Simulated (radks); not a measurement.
Results of a calculation; reference values are marked as such.
Task: Li, 3 electrons, occupied as [He] 2s1 (the NIST ground configuration). Code: a radial shooting solver on a logarithmic mesh with Libxc functionals. Model: non-relativistic Kohn-Sham, LB94 model potential, spin-polarised, spherical densities, point nucleus; open shells are filled with parallel spins first. Some entries of the table are withheld. Estimate them.

| orbital | occ. | eigenvalue (hartree) | r(max) (bohr) |
|---|---|---|---|
| 1s up | 1 | -2.31753 | 0.3634 |
| 1s down | 1 | -2.31414 | 0.3647 |
| 2s down | 0 | (1) | (2) |
| 2p down | 0 | -0.22489 | 2.504 |
| 2s up | 1 | (3) | (4) |
| 2p up | 0 | -0.13018 | 3.654 |
| 3s down | 0 | -0.10102 | (5) |
| 3d down | 0 | -0.07555 | 6.628 |
| 3s up | 0 | -0.06965 | (6) |
| 3d up | 0 | -0.05072 | 8.435 |

Result: 
(1) 2s down eigenvalue (hartree): -0.29847
(2) 2s down r(max) (bohr): 2.564
(3) 2s up eigenvalue (hartree): -0.19342
(4) 2s up r(max) (bohr): 3.049
(5) 3s down r(max) (bohr): 7.482
(6) 3s up r(max) (bohr): 9.110
